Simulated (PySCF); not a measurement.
H₂O₃S, SMILES O=[SH](=O)O. Atoms are numbered in the order given.

```xyz
6

O     -1.0935    -0.6938    -0.7500
S     -0.1904    -0.0114     0.1717
O     -0.0242     1.4477     0.2243
O      1.3128    -0.6805     0.0031
H     -0.4506    -0.4820     1.4525
H      1.9365     0.0778    -0.0186
```

Coordinates come from a PBE-D3(BJ)/def2-SVP optimisation. The values are those of a single conformer.

All values below come from PySCF with TDA-PBE/def2-SVPD.

Vertical excitations. Isolated molecule, no solvent.

Computed excitation energies, oscillator strengths and character:
```json
[
 {"state": "S1", "energy (eV)": "6.88", "λ (nm)": "180", "f": "0.003", "main pairs": "HOMO→LUMO 93 %"},
 {"state": "S2", "energy (eV)": "7.11", "λ (nm)": "174", "f": "0.001", "main pairs": "HOMO→LUMO+1 86 %"},
 {"state": "S3", "energy (eV)": "7.38", "λ (nm)": "168", "f": "0.004", "main pairs": "HOMO−2→LUMO 91 %"},
 {"state": "S4", "energy (eV)": "7.51", "λ (nm)": "165", "f": "0.047", "main pairs": "HOMO−1→LUMO 67 %, HOMO−1→LUMO+1 21 %"},
 {"state": "S5", "energy (eV)": "7.61", "λ (nm)": "163", "f": "0.010", "main pairs": "HOMO−2→LUMO+1 44 %, HOMO→LUMO+2 37 %, HOMO−1→LUMO+1 10 %"},
 {"state": "S6", "energy (eV)": "7.64", "λ (nm)": "162", "f": "0.021", "main pairs": "HOMO−1→LUMO+1 49 %, HOMO−3→LUMO 14 %, HOMO−1→LUMO 13 %, HOMO−2→LUMO+1 11 %"},
 {"state": "S7", "energy (eV)": "7.91", "λ (nm)": "157", "f": "0.008", "main pairs": "HOMO−3→LUMO 51 %, HOMO−3→LUMO+1 29 %, HOMO−1→LUMO+2 11 %"},
 {"state": "S8", "energy (eV)": "7.98", "λ (nm)": "155", "f": "0.032", "main pairs": "HOMO→LUMO+2 26 %, HOMO−2→LUMO+1 22 %, HOMO−1→LUMO+2 11 %, HOMO→LUMO+3 9 %"},
 {"state": "S9", "energy (eV)": "8.07", "λ (nm)": "154", "f": "0.027", "main pairs": "HOMO−1→LUMO+2 39 %, HOMO−3→LUMO+1 25 %, HOMO−2→LUMO+2 11 %, HOMO→LUMO+3 7 %"},
 {"state": "S10", "energy (eV)": "8.10", "λ (nm)": "153", "f": "0.001", "main pairs": "HOMO−2→LUMO+2 77 %"},
 {"state": "T1", "energy (eV)": "6.61", "λ (nm)": "188", "f": "0", "main pairs": "HOMO→LUMO 81 %"},
 {"state": "T2", "energy (eV)": "6.74", "λ (nm)": "184", "f": "0", "main pairs": "HOMO→LUMO+1 61 %, HOMO−1→LUMO 27 %"},
 {"state": "T3", "energy (eV)": "6.84", "λ (nm)": "181", "f": "0", "main pairs": "HOMO−1→LUMO 49 %, HOMO→LUMO+1 21 %, HOMO→LUMO 18 %"},
 {"state": "T4", "energy (eV)": "7.07", "λ (nm)": "175", "f": "0", "main pairs": "HOMO−1→LUMO+1 77 %"}
]
```
Triplets are in the Tamm–Dancoff approximation.
